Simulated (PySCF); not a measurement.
# Assigning NMR signals

Atom-mapped SMILES (the numbers label the heavy atoms): `[CH3:1][Si@:2]([F:3])([SiH3:4])[SiH2:5][F:6]` (H(Xn): hydrogen on atom n). Ha(Si5) is pro-R; Hb(Si5) is pro-S.

Averaged over atoms made equivalent by symmetry, fast rotation or ring inversion, in vacuum, one computed conformer, non-relativistic. Geometry from GFN2-xTB; GIAO PBE0/pcSseg-1 shieldings; PySCF 2.14.0 with density-fitted response routines.

Chemical shifts δ = σref − σ; 1H against TMS, all at this level.

Task: Assign these signals to the numbered atoms. 1H NMR (400 MHz, computed): δ 5.70 (m, 1H), 5.67 (m, 1H), 3.61 (m, 3H), 0.74 (m, 3H).

Result: 
5.70 → Ha(Si5), hydrogen on a silicon bonded to F, Si
5.67 → Hb(Si5), hydrogen on a silicon bonded to F, Si
3.61 → H(Si4), hydrogen on a silicon bonded to Si
0.74 → H(C1), hydrogen on a methyl carbon bonded to Si: an electropositive neighbour shields it, as in TMS itself

Ha(Si5) and Hb(Si5) lie closer than the usual error of such a calculation, so a measured spectrum could show them in the other order.

Multiplicities follow the n + 1 count of equivalent neighbours, as no J values were calculated; m marks all less simple cases, F and P coupling included.
